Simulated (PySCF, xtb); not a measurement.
Si(H)(PH2)3 (H₇P₃Si), SMILES P[SiH](P)P.

GFN2-xTB in xtb at its own geometry gives an orbital gap of 4.12 eV and a dipole moment of 1.11 D.

The structure is a stationary point at B3LYP-D3(BJ)/def2-SVP. This is a generated structure with no PubChem entry under its InChIKey; it may be hypothetical. Other conformers were not sampled.

What does CAM-B3LYP/def2-TZVP in PySCF give? (The exact figures need the calculation; the answer reports its results.)

gap 9.11 eV (levels -8.56 and 0.55 eV), dipole 0.67 D.
